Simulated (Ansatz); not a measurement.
Reaction (ligand exchange at a Mg–C bond): `C[CH2][Mg][Cl]` + H–F → `[F][Mg][Cl]` + `CC`

Computed with Ansatz on PBE0-D4/def2-TZVP structures; ΔE is electronic, products minus reactants. CCSD(T)/CBS is the MP2 limit (def2-TZVPP, def2-QZVPP) plus CCSD(T) − MP2 in def2-TZVPP, frozen cores. This one scheme is used for every species. For Mg outer-core shells are correlated without core-valence functions, which leaves a few kJ/mol of doubt a bond. One conformer a species, not always the lowest.

```tsv
species	CCSD(T)/CBS(def2) energy (Eh)
`C[CH2][Mg][Cl]`	-738.85772
H–F	-100.39570
`[F][Mg][Cl]`	-759.61026
`CC`	-79.71954
```

Question: Work out ΔE.

Answer: ΔE = (-759.61026) + (-79.71954) − (-738.85772) − (-100.39570) = -0.07638 Eh = -2.08 eV.

Largest T1 diagnostic among the species: 0.010.

The D4 term adds +0.04 eV with B3LYP and +0.02 eV with PBE0; it sums over pairs of atoms, weighted by their polarisabilities, and B3LYP, whose exchange is more repulsive, gets the larger term. From BLYP to BHLYP (50 % exact exchange), in def2-TZVPP and without D4, ΔE moves by −0.06 eV. Leaving LDA and LC-ωPBE aside and taking each functional with its dispersion term where it has one, the values, not all of them listed here, spread over 0.18 eV, from BHLYP-D4 to PBE-D4. LDA lies +0.10 eV from PBE without D4.

B3LYP here is the variant with VWN-RPA as its local correlation; programs differ in this.
